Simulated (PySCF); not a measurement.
## Ar⁺ (argon, charge +1): LDA calculation

Configuration: [Ne] 3s2 3p5, 2P determinant. Calculation: PySCF 2.14, in dyall-av3z; no relativity, point nucleus.

* Total energy: -525.3580 hartree
* One-electron energy: -719.4363 hartree
* Hartree (Coulomb) energy: 222.9377 hartree
* Exchange-correlation energy: -28.8593 hartree
* Kinetic energy: 524.41401 hartree
* ⟨S²⟩: 0.7513
* ⟨L²⟩: 2.011
* Sum of ⟨r⟩: 13.80 bohr
* Sum of ⟨r²⟩: 20.19 bohr²
* Traceless quadrupole moment −½Σ⟨3z² − r²⟩ along its main axis: 1.04 e·bohr²
* Density at the nucleus (Gaussians lack the cusp): 3810 bohr⁻³
* Spin density at the nucleus: -0.0528 bohr⁻³
* Langevin diamagnetic susceptibility: -16.0 ×10⁻⁶ cm³/mol

```tsv
shell	electrons	mean orbital energy (eV)	spread (eV)	rms radius, mean of both spins (bohr)
1s α	1	-3110.9	0	0.100
1s β	1	-3110.7	0	0.100
2s α	1	-307.69	0	0.455
2s β	1	-307.44	0	0.455
2p α	3	-243.79	0.801	0.421
2p β	3	-243.48	0.425	0.421
3s α	1	-36.917	0	1.48
3s β	1	-35.756	0	1.48
3p α	3	-22.681	1.588	1.69
3p β	2	-21.594	0	1.69
```
